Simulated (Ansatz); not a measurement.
This geometry of H9NSi3 (13 atoms, charge 0, multiplicity 1) is a first-order saddle point.

All numbers below come from RKS BLYP-D4/STO-3G in Ansatz 0.2.0.

```xyz
13
Properties=species:S:1:pos:R:3
N -1.385 2.331 -0.679
Si -0.939 0.656 -0.783
Si 0.654 0.025 0.731
Si 1.250 -2.155 0.573
H -1.913 2.743 0.115
H -1.264 2.999 -1.465
H -0.456 0.456 -2.143
H -2.109 -0.208 -0.593
H 0.173 0.278 2.084
H 1.847 0.849 0.577
H 1.814 -2.457 -0.734
H 0.104 -3.033 0.761
H 2.245 -2.517 1.572
```

Task: Which two structures does it join? (They come from a converged band through this point; their orientation in space is the band's.)

Result: No bond is made or broken. The height of N1 over the plane of its neighbours goes from -0.50 to 0.49 Å.

First end point:

```xyz
13
Properties=species:S:1:pos:R:3
N -1.143 2.479 -0.689
Si -0.819 0.695 -0.845
Si 0.680 0.051 0.732
Si 1.209 -2.147 0.589
H -1.661 2.618 0.239
H -1.919 2.707 -1.392
H -0.302 0.498 -2.193
H -2.029 -0.133 -0.750
H 0.130 0.326 2.053
H 1.891 0.851 0.617
H 1.789 -2.462 -0.708
H 0.026 -2.979 0.750
H 2.168 -2.541 1.610
```

Last end point:

```xyz
13
Properties=species:S:1:pos:R:3
N -1.581 2.335 -0.874
Si -0.989 0.620 -0.865
Si 0.589 0.051 0.686
Si 1.249 -2.114 0.579
H -1.917 2.560 0.118
H -0.720 2.967 -0.949
H -0.466 0.374 -2.203
H -2.173 -0.209 -0.680
H 0.076 0.328 2.023
H 1.755 0.913 0.529
H 1.816 -2.425 -0.725
H 0.126 -3.015 0.791
H 2.256 -2.420 1.584
```

Task: How far does it lie above each of them?

Result: 0.145 eV above the first and 0.188 eV above the second. This is the barrier of this one path; another mechanism may lie lower. Limits of this set-up: minimal basis.

Time of the run: 4.5 min on 1 thread of Intel(R) Xeon(R) Processor @ 2.50GHz (Skylake/Cascade Lake), on a shared host, peak memory 0.11 GiB.
